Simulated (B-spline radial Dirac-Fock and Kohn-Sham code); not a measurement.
**Subshell photoionisation cross sections of Tc²⁺ against photon energy**

System: the Tc²⁺ ion, configuration [Kr] 4d5.

The run's input, task.json:

```json
{"items": [{
  "Z": 43,
  "q": 2,
  "cfg": [[1, 0, 2], [2, 0, 2], [2, 1, 6], [3, 0, 2], [3, 1, 6], [3, 2, 10], [4, 0, 2], [4, 1, 6], [4, 2, 5]],
  "A": 97,
  "rrms": 4.4112,
  "do": ["binding", "quiet", "photo"],
  "hv": [27.4, 47.2, 49.3, 78.5, 111.0, 112.0, 129.0, 193.0, 221.0, 668.0, 1030.0, 1400.0, 3130.0, 4360.0, 5730.0, 12000.0, 19700.0, 24300.0, 25400.0, 55700.0, 76300.0, 102000.0, 124000.0, 144000.0]
}]}
```

Launch: `python xray_run.py task.json out`

Calculated with a radial B-spline solver, using a relativistic central-field model (Hartree-Slater potential of the initial state, Latter tail, multipole expansion of the photon field, Dirac-Fock thresholds). Values are in kb; a dash marks an energy below the computed threshold.

```csv
hν (eV),2p3/2,3d3/2,3d5/2,4s,4p1/2
78.5,–,–,–,–,359
111,–,–,–,222,140
112,–,–,–,221,138
129,–,–,–,211,124
193,–,–,–,153,105
221,–,–,–,132,96.8
668,–,545,802,26.2,27.6
1030,–,176,257,12.5,13.5
1400,–,72.7,106,7.36,7.70
3130,142,5.43,7.77,1.66,1.38
4360,57.1,1.69,2.39,0.863,0.618
5730,26.0,0.617,0.871,0.493,0.305
12000,2.69,0.0347,0.0479,0.0984,0.0381
19700,0.531,0.00450,0.00610,0.0307,0.00835
24300,0.261,0.00186,0.00249,0.0183,0.00428
25400,0.225,0.00154,0.00206,0.0164,0.00371
55700,0.0145,5.32e-05,6.80e-05,0.00212,0.000274
76300,0.00472,1.38e-05,1.73e-05,0.000893,9.38e-05
102000,0.00167,4.02e-06,4.93e-06,0.000396,3.49e-05
124000,0.000835,1.78e-06,2.15e-06,0.000228,1.80e-05
144000,0.000493,9.57e-07,1.15e-06,0.000149,1.09e-05
```

At 144000 eV the multipoles beyond E1 give 46.6 % of 2p3/2, 66.8 % of 3d3/2, 67.4 % of 3d5/2, 33.4 % of 4s, 48.5 % of 4p1/2.

Run: 4.5 s of CPU time on 1 thread of Neoverse-V2 (shared host), peak memory 0.38 GiB.
